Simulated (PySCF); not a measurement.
## Electron correlation in Zr (zirconium, neutral)

[Kr] 4d3 5s1, high-spin 5F determinant (an excited configuration). Calculation: PySCF 2.14, in aug-cc-pVTZ-DK; scalar relativity by spin-free X2C-1e. Frozen: [Kr]; 4 electrons correlated.

```
  level  correlation energy (mhartree)
   CCSD                         -36.38
    (T)                          -0.95
CCSD(T)                         -37.33
```

Diagnostics: T1 = 0.012, D1 = 0.0222, largest double amplitude 0.023.

Cost of the coupled-cluster step: roughly 15 core-seconds, for 4 correlated electrons.

Iterations:

```
CC2 = 0
CCSD nocc = (np.int64(4), np.int64(0)), nmo = (84, 84)
frozen orbitals [[0, 1, 2, 3, 4, 5, 6, 7, 8, 9, 10, 11, 12, 13, 14, 15, 16, 17], [0, 1, 2, 3, 4, 5, 6, 7, 8, 9, 10, 11, 12, 13, 14, 15, 16, 17]]
max_cycle = 100
direct = 0
conv_tol = 1e-08
conv_tol_normt = 1e-06
diis_space = 8
diis_start_cycle = 0
Init t2, MP2 energy = -0.0284858667425602
Init E_corr(UCCSD) = -0.0284858667466068
cycle = 1  E_corr(UCCSD) = -0.0340352602909428  dE = -0.00554939354  norm(t1,t2) = 0.0368982
cycle = 2  E_corr(UCCSD) = -0.0354085102221276  dE = -0.00137324993  norm(t1,t2) = 0.0169726
cycle = 3  E_corr(UCCSD) = -0.0363906614746159  dE = -0.000982151252  norm(t1,t2) = 0.0100229
cycle = 4  E_corr(UCCSD) = -0.0363482172498618  dE = 4.24442248e-05  norm(t1,t2) = 0.00295813
cycle = 5  E_corr(UCCSD) = -0.0363789263572675  dE = -3.07091074e-05  norm(t1,t2) = 0.000874886
cycle = 6  E_corr(UCCSD) = -0.0363776779959273  dE = 1.24836134e-06  norm(t1,t2) = 0.000174511
cycle = 7  E_corr(UCCSD) = -0.036379747325868  dE = -2.06932994e-06  norm(t1,t2) = 4.83661e-05
cycle = 8  E_corr(UCCSD) = -0.0363795263792558  dE = 2.20946612e-07  norm(t1,t2) = 2.14575e-05
cycle = 9  E_corr(UCCSD) = -0.0363793011538656  dE = 2.2522539e-07  norm(t1,t2) = 9.41221e-06
cycle = 10  E_corr(UCCSD) = -0.0363794415213271  dE = -1.40367461e-07  norm(t1,t2) = 3.14213e-06
cycle = 11  E_corr(UCCSD) = -0.0363794434965296  dE = -1.97520252e-09  norm(t1,t2) = 7.30181e-07
UCCSD converged
E(UCCSD) = -3596.127149159739  E_corr = -0.03637944349652961
UCCSD(T) correction = -0.000945832253283208
```
